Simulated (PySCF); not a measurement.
C₂H₄N₂OSi, SMILES [SiH3]O/C=N/C#N.

Geometry: B3LYP-D3(BJ)/def2-SVP. The structure was generated by enumeration; whether it is a known compound was not checked. The values are those of a single conformer.

Level of theory: TDDFT-PBE/def2-SVPD (PySCF).

Vertical excitations. Gas-phase values at a fixed geometry. State labels are in the subgroup Cs.

Computed excitation energies, oscillator strengths and character:
| state | symmetry | energy (eV) | λ (nm) | f | main pairs |
|---|---|---|---|---|---|
| S1 | A" | 4.49 | 276 | 0.000 | HOMO→LUMO 100 % |
| S2 | A' | 5.40 | 229 | 0.134 | HOMO−1→LUMO 78 %, HOMO→LUMO+1 15 % |
| S3 | A" | 5.83 | 213 | 0.003 | HOMO−2→LUMO 99 % |
| S4 | A" | 5.84 | 212 | 0.000 | HOMO−1→LUMO+1 100 % |
| S5 | A' | 5.90 | 210 | 0.136 | HOMO→LUMO+1 82 % |
| S6 | A" | 6.27 | 198 | 0.001 | HOMO−3→LUMO 99 % |
| S7 | A' | 6.50 | 191 | 0.027 | HOMO−4→LUMO 94 % |
| S8 | A' | 6.72 | 185 | 0.013 | HOMO→LUMO+2 89 % |
| S9 | A" | 6.78 | 183 | 0.001 | HOMO−1→LUMO+2 99 % |
| S10 | A" | 6.93 | 179 | 0.000 | HOMO−5→LUMO 62 %, HOMO−1→LUMO+3 37 % |
| T1 | A' | 3.89 | 319 | 0 | HOMO−1→LUMO 98 % |
| T2 | A" | 4.15 | 299 | 0 | HOMO→LUMO 99 % |
| T3 | A" | 5.44 | 228 | 0 | HOMO−2→LUMO 99 % |
| T4 | A' | 5.67 | 219 | 0 | HOMO→LUMO+1 98 % |
Triplets are in the Tamm–Dancoff approximation, which puts them higher than full response would, so one can lie above its singlet here.
